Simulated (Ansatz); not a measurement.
Frontier orbitals of CH4AlClSi (`[Cl][Al]1[CH2][SiH2]1`).

Charge 0, multiplicity 1. All single points use the PBE0-D4/def2-TZVP geometry. Basis def2-TZVPP, the Gaussian-basis code of Ansatz.

```tsv
functional	HOMO (eV)	LUMO (eV)	gap (eV)
PBE	-5.33	-2.46	2.87
revPBE	-5.28	-2.37	2.91
PBE0	-6.33	-1.70	4.63
ωB97M-V	-8.29	0.04	8.33
```

Against PBE, PBE0 changes HOMO and LUMO by −1.00 and +0.77 eV, ωB97M-V by −2.96 and +2.50 eV. A gap of 2.86 eV thus becomes 8.33 eV for the same molecule, so an orbital gap means little without its functional. A positive LUMO is unbound and depends on the basis.
